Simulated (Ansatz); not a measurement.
Task: Name a neutral molecule of F, Si and H with HOMO energy (PBE0/def2-TZVPP) between -8.95 and -8.65 eV and size of the dipole moment (PBE/def2-TZVPP) between 1.45 and 1.75 D (Ansatz, PBE0-D4/def2-TZVP geometry).

Result: `F[SiH](F)[SiH](F)F` (-8.84 eV, 1.69 D). Other molecules can fit too; these were computed, each in one conformer that needn't be the lowest.
